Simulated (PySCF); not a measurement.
Mapped SMILES: `[CH2:1]=[C:2]1[CH2:3][CH2:4][CH2:5][CH2:6][C@@H:7]1[O:8][SiH3:9]`. Each H is labelled by its parent atom. Ha(C1) is cis to C3; Ha(C3), Ha(C4), Ha(C5), Ha(C6) are cis to O8 on the ring; Hb(C1) is trans to C3; Hb(C3), Hb(C4), Hb(C5), Hb(C6) are trans to O8 on the ring.

Computational details: GIAO PBE0/pcSseg-1 shieldings, coordinates at the GFN2-xTB level, in PySCF (no relativistic terms, one averaged value for each set of equivalent atoms, gas phase, one computed conformer).

δ = σ(ref) − σ, references computed at the same level: 13C against TMS.

Q: Do the 13C shifts follow the atomic charges (in e)? Tabulate both.

A: 
```
atoms  hybridisation  δ (ppm)  σ para (ppm)  Hirshfeld    IAO  Mulliken  ESP-fitted
   C2            sp2    157.7          -235      +0.01  +0.00     -0.45       +0.18
   C1            sp2    116.1          -182      -0.11  -0.33     -0.03       -0.59
   C7            sp3     78.1          -132      +0.05  +0.09     +0.15       +0.12
   C6            sp3     40.1          -101      -0.07  -0.26     -0.14       -0.21
   C3            sp3     34.8           -92      -0.07  -0.26     -0.06       -0.16
   C4            sp3     32.8           -93      -0.07  -0.25     -0.21       -0.02
   C5            sp3     23.9           -84      -0.07  -0.26     -0.24       +0.02
```

Correlation coefficients of δ with charge over these carbons: Hirshfeld +0.37, IAO +0.46, Mulliken -0.27, ESP-fitted +0.01; with the paramagnetic shielding -1.00. Among the 5 sp3 carbons alone: Hirshfeld +0.95, IAO +0.96, Mulliken +0.95, ESP-fitted +0.49. With so few points, grouped by hybridisation, these coefficients are fragile. Charge is one influence among several: hybridisation and low-lying excitations act through the paramagnetic term.

Shifts are as computed. Against solution values, carbons near 30 ppm lie about +3 ppm off and those near 130 ppm about +5 ppm. Of 1211 compounds with measured shifts, 218 miss one by over three times the rms of a fit or turn the order of signals round; such compounds aren't used in these exercises.
